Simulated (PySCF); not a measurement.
## CuO⁻: energy against distance

Set-up: Cu aug-cc-pVDZ-PP with ECP10, O aug-cc-pVDZ; scalar-relativistic core potentials (PySCF 2.14). Energies in eV from Cu (3d10 4s1) + O⁻ in their ground configurations at the same level. State: ¹Σ⁺ (singlet), closed shell.

All columns are PBE0. A positive dipole points towards O; it is taken about the centre of mass and depends on that origin.

```json
{"R (Å)": "1.446", "E (eV)": "-1.654", "μ (D)": "-3.21", "Mulliken charge on Cu (basis-dependent)": "-0.45", "HOMO (eV)": "-0.24", "LUMO (eV)": "2.78", "Mayer bond order": "1.78", "⟨S²⟩": "0.00"}
{"R (Å)": "1.514", "E (eV)": "-2.277", "μ (D)": "-3.76", "Mulliken charge on Cu (basis-dependent)": "-0.36", "HOMO (eV)": "-0.20", "LUMO (eV)": "2.68", "Mayer bond order": "1.73", "⟨S²⟩": "0.00"}
{"R (Å)": "1.581", "E (eV)": "-2.606", "μ (D)": "-4.27", "Mulliken charge on Cu (basis-dependent)": "-0.28", "HOMO (eV)": "-0.16", "LUMO (eV)": "2.58", "Mayer bond order": "1.68", "⟨S²⟩": "0.00"}
{"R (Å)": "1.631", "E (eV)": "-2.717", "μ (D)": "-4.62", "Mulliken charge on Cu (basis-dependent)": "-0.22", "HOMO (eV)": "-0.13", "LUMO (eV)": "2.51", "Mayer bond order": "1.64", "⟨S²⟩": "0.00"}
{"R (Å)": "1.682", "E (eV)": "-2.743", "μ (D)": "-4.94", "Mulliken charge on Cu (basis-dependent)": "-0.17", "HOMO (eV)": "-0.10", "LUMO (eV)": "2.45", "Mayer bond order": "1.60", "⟨S²⟩": "0.00"}
{"R (Å)": "1.732", "E (eV)": "-2.706", "μ (D)": "-5.23", "Mulliken charge on Cu (basis-dependent)": "-0.11", "HOMO (eV)": "-0.07", "LUMO (eV)": "2.39", "Mayer bond order": "1.56", "⟨S²⟩": "0.00"}
{"R (Å)": "1.800", "E (eV)": "-2.589", "μ (D)": "-5.58", "Mulliken charge on Cu (basis-dependent)": "-0.05", "HOMO (eV)": "-0.05", "LUMO (eV)": "2.32", "Mayer bond order": "1.51", "⟨S²⟩": "0.00"}
{"R (Å)": "1.884", "E (eV)": "-2.373", "μ (D)": "-5.95", "Mulliken charge on Cu (basis-dependent)": "0.00", "HOMO (eV)": "-0.03", "LUMO (eV)": "2.24", "Mayer bond order": "1.45", "⟨S²⟩": "0.00"}
{"R (Å)": "1.985", "E (eV)": "-2.063", "μ (D)": "-6.31", "Mulliken charge on Cu (basis-dependent)": "0.04", "HOMO (eV)": "-0.03", "LUMO (eV)": "2.15", "Mayer bond order": "1.38", "⟨S²⟩": "0.00"}
{"R (Å)": "2.119", "E (eV)": "-1.629", "μ (D)": "-6.66", "Mulliken charge on Cu (basis-dependent)": "0.05", "HOMO (eV)": "-0.06", "LUMO (eV)": "2.04", "Mayer bond order": "1.30", "⟨S²⟩": "0.00"}
```

A fit through these points gives, at Re = 1.675 Å, μ = -4.90 D and dμ/dR = -6.15 D/Å; the reduced mass is 12.75 u.

**Question.** How strong is the fundamental in the double-harmonic approximation, I = 42.26·(dμ/dR)²/μred km/mol?

**Answer.** I = 42.26·(-6.15)²/12.75 = 125 km/mol at PBE0.

For an ion De counts to the pair picked by the measured ionisation energies or electron affinities, which need not be the lowest pair at this level.
